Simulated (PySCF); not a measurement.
## Finite-field polarisability of Si (silicon, neutral)

[Ne] 3s2 3p2, high-spin 3P determinant. All numbers are calculated (PySCF 2.14, the non-relativistic Hamiltonian (point nucleus), in aug-cc-pV(T+d)Z). Frozen: [Ne]. Energy changes in a uniform field (μhartree):

| axis | F (au) | HF | MP2 | CCSD | CCSD(T) |
| --- | --- | --- | --- | --- | --- |
| x | 0.0025 | -102.010 | -100.816 | -99.525 | -99.670 |
| x | 0.005 | -408.169 | -403.406 | -398.242 | -398.824 |
| y | 0.0022 | -100.398 | -98.738 | -97.494 | -97.619 |
| y | 0.0044 | -402.102 | -395.457 | -390.482 | -390.982 |

By symmetry the remaining axis equals y.

Problem. Derive α along x at CCSD(T) from the two fields.

Solution. With ΔE = −αF²/2 − γF⁴/24, α = −(16 ΔE(F) − ΔE(2F))/(6F²) = 31.89 bohr³.

Problem. And the mean polarisability at each level?

Solution. The components xx, yy, zz at CCSD(T) are 31.89, 40.32, 40.32, the third axis being equal by symmetry to one of the two computed. Means: HF 38.53, MP2 37.94, CCSD 37.46, CCSD(T) 37.51 bohr³. Reference: 37.3 ± 0.7 bohr³ (recommended; Schwerdtfeger and Nagle, table of static dipole polarizabilities (2023 update)).
